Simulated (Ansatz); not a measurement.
Calculated with Ansatz (gas phase, PBE0-D4/def2-TZVP geometries, no zero-point term in ΔE). CCSD(T)/CBS is the MP2 limit (def2-TZVPP, def2-QZVPP) plus CCSD(T) − MP2 in def2-TZVPP, frozen cores. DFT in def2-TZVPP. B3LYP here is the variant with VWN-RPA as its local correlation; programs differ in this. For Br, Ga outer-core shells are correlated without core-valence functions, which leaves a few kJ/mol of doubt a bond. Scalar relativity is left out up to krypton. Each species was taken in one conformer, which may not be the lowest.

`[SiH3][O][Ga]([Br])[Br]` + `C=C=C[SiH3]` → `[SiH3]C=C=C[SiH3]` + `[OH][Ga]([Br])[Br]`  (formal exchange of groups at the Si–O bond)

```csv
level,ΔE (kJ/mol)
PBE-D4,66.5
B3LYP,83.5
CAM-B3LYP,87.7
CCSD(T)/def2-TZVPP,84.5
```

Task: What does CCSD(T)/CBS give? (An estimate is asked.)

Result: The calculation gave: +83.6 kJ/mol. The listed levels differ from it by -17.1, -0.1, 4.1, 0.9 kJ/mol.

Largest T1 diagnostic among the species: 0.013.

In def2-TZVPP, CCSD(T) changes the Hartree–Fock value by −19.3 kJ/mol (the triples alone add −3.6 kJ/mol) and MP2 by −21.7 kJ/mol. From r2SCAN to r2SCAN0 (25 % exact exchange), in def2-TZVPP and without D4, ΔE moves by +3.5 kJ/mol.
